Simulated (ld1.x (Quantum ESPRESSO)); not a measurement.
## u(r) = r·R(r): atom against pseudo-atom (As (Z = 33))

Columns: radius, all-electron u(r) and pseudo u(r) of the 4p shell (level -5.36 eV) of arsenic in the configuration [Ar] 3d10 4s1.75 4p3.25; PBE, scalar-relativistic, RRKJ scheme, ld1.x (Quantum ESPRESSO) 7.5.

| r (bohr) | all-electron | pseudo |
| --- | --- | --- |
| 0.095 | 0.1694 | 0.0011 |
| 0.190 | 0.0572 | 0.0047 |
| 0.285 | -0.1418 | 0.0124 |
| 0.380 | -0.2609 | 0.0258 |
| 0.475 | -0.2797 | 0.0469 |
| 0.570 | -0.2261 | 0.0774 |
| 0.665 | -0.1320 | 0.1178 |
| 0.760 | -0.0207 | 0.1678 |
| 0.855 | 0.0929 | 0.2258 |
| 0.950 | 0.2004 | 0.2891 |
| 1.045 | 0.2976 | 0.3544 |
| 1.140 | 0.3824 | 0.4182 |
| 1.235 | 0.4544 | 0.4774 |
| 1.330 | 0.5143 | 0.5294 |
| 1.425 | 0.5628 | 0.5729 |
| 1.520 | 0.6009 | 0.6073 |
| 1.615 | 0.6297 | 0.6333 |
| 1.710 | 0.6503 | 0.6517 |
| 1.805 | 0.6636 | 0.6639 |
| 1.900 | 0.6706 | 0.6706 |
| 1.995 | 0.6721 | 0.6721 |
| 2.090 | 0.6691 | 0.6691 |
| 2.185 | 0.6622 | 0.6622 |
| 2.280 | 0.6521 | 0.6521 |
| 2.375 | 0.6394 | 0.6394 |
| 2.470 | 0.6245 | 0.6245 |

**Question.** How many radial nodes do the two functions have?

**Answer.** The all-electron 4p function has n − l − 1 = 2; the pseudo-wave has 0, since the states of the same l below it are removed with the core.

**Question.** At about which radius was the pseudo-wave matched?

**Answer.** 1.90 bohr, where the columns begin to agree (steps of 0.10 bohr).

**Question.** Is the pseudo-wave norm-conserving?

**Answer.** Yes: the RRKJ scheme keeps the norm inside the radius equal to the all-electron one, which fixes the energy derivative of the logarithmic derivative at the level.
